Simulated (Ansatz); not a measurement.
# CH4BrSi−: structure from calculated spectroscopic constants

These gas-phase data were calculated for one isomer of CH4BrSi− at PBE0-D3(BJ)/def2-SVPD (harmonic, unscaled wavenumbers; equilibrium rotational constants with average atomic masses):

```
rotational constants            : 12.89, 2.421, 2.104 GHz
all wavenumbers above 1500 cm⁻¹ : 3116, 3092, 3000, 1930
```

Candidates:

(1) `C[SiH-]Br`, a singlet
(2) `[CH2-][SiH2]Br`, a singlet

Q: Which candidate do the data belong to?

A: Candidate (1). 3 modes lie between 2750 and 3290 cm⁻¹, one for each C–H bond, while (2) has 2.

The same quantities for all candidates:

```tsv
	rotational constants (GHz)	wavenumbers above 1500 cm⁻¹	E above the lowest, PBE0-D3(BJ)/def2-SVPD (kcal/mol)
(1)	12.89, 2.421, 2.104	3116, 3092, 3000, 1930	0.0
(2)	20.33, 1.992, 1.878	3200, 3111, 2184, 2182	12.4
```

Harmonic stretches to hydrogen usually lie a few per cent above observed fundamentals. Each candidate is one conformer. Programs: Ansatz 0.2.0.
